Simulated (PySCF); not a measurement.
Isomers of C4H8Ge, mass 129.984 u with the commonest isotopes. Computed with PySCF 2.14.0, PBE0-D3(BJ)/def2-SVP geometry optimisation, gas phase. One conformer each, none proved a minimum here; rigid rotors.

Question: Order these by radius of gyration √(Σ m r²/M), smallest first.
A. Ge(vinyl)2H2, `[H][Ge]([H])([CH]=C)[CH]=C`
B. `C1=C[CH2][GeH2][CH2]1`
C. `[CH2:1]=[CH:2][C:3](=[CH2:4])[GeH3:5]` with C1–C2–C3–C4 -179°

Answer: B (1.375 Å), C (1.583 Å), A (1.606 Å).

Question: Order these by rotational constant A, smallest first.
A. `C1=C[CH2][GeH2][CH2]1`
B. `[CH2:1]=[CH:2][C:3](=[CH2:4])[GeH3:5]` with C1–C2–C3–C4 -179°
C. `C=[CH][GeH2][CH]=C` (Ge(vinyl)2H2)

Answer: B (4527 MHz), A (5780 MHz), C (8563 MHz).

Question: Order these by out-of-plane moment Σ m c² = (Ia + Ib − Ic)/2, smallest first.
A. Ge(vinyl)2H2, `[H][Ge]([H])([CH]=C)[CH]=C`
B. `C1=C[CH2][GeH2][CH2]1`
C. `[CH2:1]=[CH:2][C:3](=[CH2:4])[GeH3:5]` with C1–C2–C3–C4 -179°

Answer: C (3.14 u·Å²), B (6.32 u·Å²), A (14.41 u·Å²).

```
                    SMILES  point group  Ia (u·Å²)  Ib (u·Å²)  Ic (u·Å²)      κ  μa (D)  μb (D)  μc (D)
[H][Ge]([H])([CH]=C)[CH]=C      near C2      59.02     290.60     320.81  -0.95    0.01    0.59    0.01
          C=C[C](=C)[GeH3]           Cs     111.63     217.13     322.48  -0.49    0.48    0.27    0.00
     C1=C[CH2][GeH2][CH2]1            –      87.44     164.75     239.55  -0.48    0.27    0.00    0.02
```
